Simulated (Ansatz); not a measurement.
Start from `N#C[CH2][GeH2][F]` and change one atom or group to get `N#CCCl`.

Ansatz, PBE0-D4/def2-TZVP geometries, multiplicity 1. Each molecule was computed in one conformer, which needn't be the lowest.

Scalar relativity is left out up to krypton.

```json
{"property": "HOMO–LUMO gap (PBE/def2-TZVPP) / eV", "`N#C[CH2][GeH2][F]`": "6.43"}
{"property": "LUMO energy (ωB97M-V/def2-TZVPP) / eV", "`N#C[CH2][GeH2][F]`": "1.48"}
{"property": "HOMO–LUMO gap (PBE0/def2-TZVPP) / eV", "`N#C[CH2][GeH2][F]`": "8.67"}
{"property": "LUMO energy (PBE/def2-TZVPP) / eV", "`N#C[CH2][GeH2][F]`": "-1.34"}
{"property": "zero-point energy (PBE0-D4/def2-TZVP) / kJ/mol", "`N#C[CH2][GeH2][F]`": "142.5"}
{"property": "HOMO energy (PBE/def2-TZVPP) / eV", "`N#C[CH2][GeH2][F]`": "-7.77"}
```

(1) Give the same properties after the change, and the shifts. (Best estimate.)

## Answers

(1) The calculation gave: 
| property | `N#CCCl` | shift |
| --- | --- | --- |
| HOMO–LUMO gap (PBE/def2-TZVPP) / eV | 5.83 | -0.60 |
| LUMO energy (ωB97M-V/def2-TZVPP) / eV | 1.32 | -0.16 |
| HOMO–LUMO gap (PBE0/def2-TZVPP) / eV | 8.37 | -0.30 |
| LUMO energy (PBE/def2-TZVPP) / eV | -1.99 | -0.65 |
| zero-point energy (PBE0-D4/def2-TZVP) / kJ/mol | 97.6 | -44.9 |
| HOMO energy (PBE/def2-TZVPP) / eV | -7.82 | -0.05 |

With PBE0 the HOMO falls by 0.20 eV and the LUMO falls by 0.50 eV, so the gap narrows by about 0.30 eV. PBE moves the HOMO by -0.05 eV and ωB97M-V by -0.29 eV. The zero-point energy changes by -44.9 kJ/mol with -9 modes.

Positive LUMOs are unbound, so they and the gaps depend on the basis.
